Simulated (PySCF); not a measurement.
PySCF input file for H₅N₂OSTa, SMILES [NH2][Ta]([NH2])([OH])=[S], multiplicity 1, PBE-D3(BJ)/def2-SVP. Geometry: PBE-D3(BJ)/def2-SVP. The multiplicity is an assumed one; no other spin state was optimised. The structure was generated by enumeration; whether it is a known compound was not checked. The def2 effective core potentials stand for the cores of Ta; spin–orbit coupling is left out. The values are those of a single conformer.

```python
import numpy as np
from pyscf import gto, scf, dft, df
from pyscf.hessian import thermo

mol = gto.M(
    atom='''
    Ta   -0.14101665    0.01234546    0.00000000
    S     2.04847863    0.06087318   -0.00000000
    O    -1.00012677    1.73124023    0.00000000
    H    -0.66385851    2.64323189    0.00000002
    N    -0.72661631   -0.95128249   -1.63832521
    H    -1.70739690   -1.09323237   -1.90527880
    H    -0.11457406   -1.43196191   -2.30475281
    N    -0.72661631   -0.95128250    1.63832521
    H    -0.11457406   -1.43196193    2.30475280
    H    -1.70739689   -1.09323239    1.90527879
    ''',
    basis='def2-SVP',
    ecp={'Ta': 'def2-svp'},
    charge=0,
    spin=0,
    max_memory=1600,
    verbose=3,
)
mf = dft.RKS(mol, xc='pbe').density_fit(auxbasis='def2-universal-jkfit')
mf.disp = 'd3bj'
mf.grids.level = 3
mf.conv_tol = 1e-11
mf.max_cycle = 100
mf.kernel()

# [left out here: the lines that compute and print the analytic Hessian (its translational invariance restored by hand, since the grid's response is missing), thermochemistry and intensities]
```

Log of the run:

```
converged SCF energy = -642.541223686053

WARN: DFTD3 does not support analytical Hessian, using finite difference


WARN: Mole.unit (angstrom) is changed to Bohr

Mode                                 0                   1                   2
Irrep
Freq [cm^-1]                      110.5939            136.6390            137.3718
Reduced mass [au]                   1.4974              4.7489              1.8655
Force const [Dyne/A]                0.0108              0.0522              0.0207
Char temp [K]                     159.1200            196.5931            197.6474
Normal mode                   x     y     z       x     y     z       x     y     z
       0  Ta                -0.00  0.00 -0.01   -0.00 -0.03 -0.00   -0.00 -0.00  0.02
       1   S                -0.00 -0.00  0.06   -0.01  0.10  0.00   -0.00  0.00 -0.06
       2   O                -0.00 -0.00 -0.01    0.12  0.03  0.00    0.00  0.00 -0.09
       3   H                -0.00  0.00  0.05    0.28 -0.02  0.00    0.00 -0.00 -0.56
       4   N                -0.08  0.01  0.01   -0.05  0.03 -0.02    0.04  0.05 -0.01
       5   H                -0.10  0.41 -0.14   -0.07  0.03  0.02    0.05  0.26 -0.15
       6   H                -0.17 -0.28  0.14   -0.08  0.15 -0.12    0.04 -0.04  0.05
       7   N                 0.08 -0.01  0.01   -0.05  0.03  0.02   -0.04 -0.05 -0.01
       8   H                 0.17  0.28  0.14   -0.08  0.15  0.12   -0.04  0.04  0.05
       9   H                 0.10 -0.41 -0.14   -0.06  0.03 -0.02   -0.05 -0.26 -0.15
Mode                                 3                   4                   5
Irrep
Freq [cm^-1]                      180.0143            189.8352            212.3048
Reduced mass [au]                   3.7383              3.5039              2.2060
Force const [Dyne/A]                0.0714              0.0744              0.0586
Char temp [K]                     259.0006            273.1305            305.4593
Normal mode                   x     y     z       x     y     z       x     y     z
       0  Ta                -0.02  0.01 -0.00    0.01  0.01  0.00    0.00  0.00 -0.00
       1   S                -0.03 -0.00  0.00    0.02  0.02  0.00    0.00  0.00 -0.05
       2   O                 0.11  0.08  0.00    0.01  0.01 -0.00    0.00 -0.00  0.11
       3   H                 0.23  0.04  0.00    0.02  0.01 -0.00    0.00 -0.00  0.21
       4   N                 0.08 -0.08  0.01   -0.08 -0.09  0.10    0.08 -0.06  0.01
       5   H                 0.11 -0.17 -0.05   -0.11 -0.10  0.21    0.11  0.14 -0.22
       6   H                 0.17 -0.06  0.08   -0.15 -0.15  0.08    0.13 -0.24  0.18
       7   N                 0.08 -0.08 -0.01   -0.08 -0.09 -0.10   -0.08  0.06  0.01
       8   H                 0.17 -0.06 -0.08   -0.15 -0.15 -0.08   -0.13  0.24  0.18
       9   H                 0.11 -0.17  0.05   -0.11 -0.10 -0.21   -0.11 -0.14 -0.22
Mode                                 6                   7                   8
Irrep
Freq [cm^-1]                      254.5924            312.3011            413.0574
Reduced mass [au]                   1.6077              1.0664              1.2410
Force const [Dyne/A]                0.0614              0.0613              0.1248
Char temp [K]                     366.3018            449.3318            594.2977
Normal mode                   x     y     z       x     y     z       x     y     z
       0  Ta                 0.00 -0.00 -0.01    0.00  0.00  0.00    0.00 -0.00  0.00
       1   S                 0.00 -0.00  0.03    0.00 -0.03 -0.00   -0.00 -0.00 -0.00
       2   O                -0.00 -0.00  0.13   -0.02  0.01  0.00   -0.00  0.00  0.00
       3   H                -0.00  0.00 -0.76   -0.09  0.03  0.00    0.00 -0.00 -0.03
       4   N                -0.02 -0.03 -0.00    0.00 -0.01  0.02    0.00  0.07 -0.04
       5   H                -0.02 -0.08  0.02    0.00 -0.31  0.17   -0.01 -0.31  0.20
       6   H                -0.02 -0.00 -0.02    0.07  0.50 -0.29   -0.01 -0.42  0.29
       7   N                 0.02  0.03 -0.00    0.00 -0.01 -0.02   -0.00 -0.07 -0.04
       8   H                 0.02  0.00 -0.02    0.07  0.50  0.29    0.01  0.42  0.29
       9   H                 0.02  0.08  0.02    0.00 -0.31 -0.17    0.01  0.31  0.20
Mode                                 9                  10                  11
Irrep
Freq [cm^-1]                      452.7271            465.4155            497.1125
Reduced mass [au]                   1.2659              1.2884              4.1151
Force const [Dyne/A]                0.1529              0.1644              0.5992
Char temp [K]                     651.3735            669.6292            715.2342
Normal mode                   x     y     z       x     y     z       x     y     z
       0  Ta                 0.00 -0.00  0.00    0.00  0.00 -0.00    0.02  0.00  0.00
       1   S                 0.01 -0.01 -0.00    0.01 -0.01  0.00   -0.14 -0.01 -0.00
       2   O                -0.08  0.02  0.00   -0.08  0.02  0.00   -0.01  0.01 -0.00
       3   H                 0.60 -0.22 -0.00    0.57 -0.21 -0.00    0.05 -0.01  0.00
       4   N                 0.00  0.06 -0.03    0.01 -0.05  0.04    0.03 -0.00 -0.01
       5   H                -0.01 -0.33  0.21    0.02  0.34 -0.19   -0.04  0.10  0.21
       6   H                 0.01 -0.14  0.12    0.01  0.18 -0.12   -0.17 -0.07 -0.14
       7   N                 0.00  0.06  0.03    0.01 -0.05 -0.04    0.03 -0.00  0.01
       8   H                 0.01 -0.14 -0.12    0.01  0.18  0.12   -0.17 -0.07  0.14
       9   H                -0.01 -0.33 -0.21    0.02  0.34  0.19   -0.04  0.10 -0.21
Mode                                12                  13                  14
Irrep
Freq [cm^-1]                      536.1457            578.4872            650.4915
Reduced mass [au]                   1.2310              1.7260              5.0668
Force const [Dyne/A]                0.2085              0.3403              1.2632
Char temp [K]                     771.3943            832.3142            935.9124
Normal mode                   x     y     z       x     y     z       x     y     z
       0  Ta                 0.00 -0.00  0.00    0.02  0.00  0.00   -0.00 -0.00  0.03
       1   S                -0.00  0.00  0.01   -0.08  0.00  0.00    0.00  0.00 -0.01
       2   O                 0.00 -0.00 -0.02   -0.00 -0.04  0.00    0.00 -0.00 -0.01
       3   H                -0.00  0.00 -0.01    0.05 -0.05 -0.00   -0.00 -0.00  0.03
       4   N                -0.08  0.01 -0.00   -0.07  0.02  0.03   -0.04 -0.08 -0.14
       5   H                 0.07 -0.21 -0.41    0.06 -0.15 -0.31   -0.05 -0.05 -0.11
       6   H                 0.31  0.14  0.25    0.27  0.12  0.26   -0.10 -0.11 -0.18
       7   N                 0.08 -0.01 -0.00   -0.07  0.02 -0.03    0.04  0.08 -0.14
       8   H                -0.31 -0.14  0.25    0.27  0.12 -0.26    0.10  0.11 -0.18
       9   H                -0.07  0.21 -0.41    0.06 -0.15  0.31    0.05  0.05 -0.11
Mode                                15                  16                  17
Irrep
Freq [cm^-1]                      662.5009            687.4239           1450.6698
Reduced mass [au]                   4.9821              6.0213              1.1190
Force const [Dyne/A]                1.2884              1.6764              1.3874
Char temp [K]                     953.1913            989.0499           2087.1908
Normal mode                   x     y     z       x     y     z       x     y     z
       0  Ta                 0.01  0.02  0.00   -0.01  0.02 -0.00   -0.00 -0.00 -0.00
       1   S                 0.00 -0.00 -0.00   -0.00 -0.01 -0.00    0.00 -0.00 -0.00
       2   O                -0.01 -0.02  0.00    0.08 -0.20  0.00   -0.00  0.00 -0.00
       3   H                 0.06 -0.04 -0.00    0.19 -0.24 -0.00   -0.00 -0.00  0.00
       4   N                -0.06 -0.08 -0.13    0.02  0.00  0.01    0.02  0.03  0.05
       5   H                -0.05 -0.12 -0.15   -0.00  0.01  0.09    0.16 -0.25 -0.37
       6   H                -0.05 -0.06 -0.15   -0.03  0.02 -0.04   -0.38 -0.14 -0.23
       7   N                -0.06 -0.08  0.13    0.02  0.00 -0.01   -0.02 -0.03  0.05
       8   H                -0.05 -0.06  0.15   -0.03  0.02  0.04    0.38  0.14 -0.23
       9   H                -0.05 -0.12  0.15   -0.00  0.01 -0.09   -0.16  0.25 -0.37
Mode                                18                  19                  20
Irrep
Freq [cm^-1]                     1453.6502           3462.0342           3464.6082
Reduced mass [au]                   1.1167              1.0501              1.0509
Force const [Dyne/A]                1.3903              7.4158              7.4322
Char temp [K]                    2091.4790           4981.0964           4984.7998
Normal mode                   x     y     z       x     y     z       x     y     z
       0  Ta                 0.00  0.00 -0.00    0.00  0.00  0.00    0.00  0.00 -0.00
       1   S                -0.00  0.00 -0.00   -0.00 -0.00  0.00    0.00  0.00  0.00
       2   O                 0.00  0.00 -0.00   -0.00 -0.00  0.00   -0.00 -0.00 -0.00
       3   H                 0.00  0.00 -0.00    0.00  0.00  0.00    0.00  0.01  0.00
       4   N                -0.02 -0.03 -0.05   -0.02 -0.02 -0.03   -0.02 -0.02 -0.03
       5   H                -0.16  0.25  0.37    0.53  0.07  0.13    0.53  0.07  0.13
       6   H                 0.38  0.13  0.23   -0.26  0.19  0.26   -0.26  0.19  0.26
       7   N                -0.02 -0.03  0.05    0.02  0.02 -0.03   -0.02 -0.02  0.03
       8   H                 0.38  0.13 -0.23    0.26 -0.19  0.26   -0.26  0.19 -0.26
       9   H                -0.16  0.25 -0.37   -0.53 -0.07  0.13    0.53  0.07 -0.13
Mode                                21                  22                  23
Irrep
Freq [cm^-1]                     3560.3808           3560.4821           3785.7192
Reduced mass [au]                   1.0933              1.0932              1.0676
Force const [Dyne/A]                8.1658              8.1655              9.0147
Char temp [K]                    5122.5952           5122.7411           5446.8070
Normal mode                   x     y     z       x     y     z       x     y     z
       0  Ta                 0.00 -0.00  0.00    0.00 -0.00 -0.00    0.00 -0.00  0.00
       1   S                 0.00  0.00 -0.00    0.00  0.00  0.00    0.00 -0.00 -0.00
       2   O                -0.00 -0.00 -0.00   -0.00 -0.00  0.00    0.02  0.06  0.00
       3   H                 0.00  0.00 -0.00    0.00  0.00  0.00   -0.32 -0.91 -0.00
       4   N                -0.05  0.01  0.02    0.05 -0.01 -0.02   -0.00 -0.00 -0.00
       5   H                 0.38  0.06  0.11   -0.38 -0.06 -0.11    0.00  0.00 -0.00
       6   H                 0.32 -0.25 -0.35   -0.32  0.26  0.35   -0.00  0.00  0.00
       7   N                 0.05 -0.01  0.02    0.05 -0.01  0.02   -0.00 -0.00  0.00
       8   H                -0.32  0.25 -0.35   -0.32  0.25 -0.35   -0.00  0.00 -0.00
       9   H                -0.39 -0.06  0.11   -0.38 -0.06  0.11    0.00  0.00  0.00
temperature 298.1500 [K]
pressure 101325.00 [Pa]
Rotational constants [GHz] 2.80511 1.92690 1.88187
Symmetry number 1
Zero-point energy (ZPE) 0.06200 [Eh]   162779.208 [J/mol]
                           tot       elec      trans        rot        vib
Entropy [J/mol/K]       394.439      0.000    178.195    116.519     99.725
Cv [J/mol/K]            130.420      0.000     12.472     12.472    105.477
Cp [J/mol/K]            138.734      0.000     20.786     12.472    105.477
Internal energy [J/mol]                      3718.434   3718.434 179693.896
Internal energy [Eh]   -642.46995  -642.54122
Enthalpy [J/mol]                             6197.391   3718.434 179693.896
Enthalpy [Eh]          -642.46901
Gibbs free energy [J/mol]                  -46931.563 -31021.701 149961.030
Gibbs free energy [Eh] -642.51380
mode   freq/cm-1   IR/(km/mol)
   1      110.59         4.166
   2      136.64         1.452
   3      137.37        26.053
   4      180.01        11.673
   5      189.84         3.488
   6      212.30         2.107
   7      254.59        73.694
   8      312.30         1.950
   9      413.06       105.219
  10      452.73       314.437
  11      465.42        68.358
  12      497.11        23.501
  13      536.15         0.228
  14      578.49        27.431
  15      650.49       108.755
  16      662.50        53.962
  17      687.42        74.941
  18     1450.67        40.679
  19     1453.65        24.333
  20     3462.03        88.565
  21     3464.61        48.279
  22     3560.38        20.729
  23     3560.48        49.600
  24     3785.72       201.102
max |gradient| / (hartree/bohr): 0.0002082086618720191
APT charges: [ 1.6972 -0.5539 -0.8021  0.3347 -0.6955  0.1899  0.1676 -0.6955  0.1676
  0.1899]
```

Self-consistency was reached.
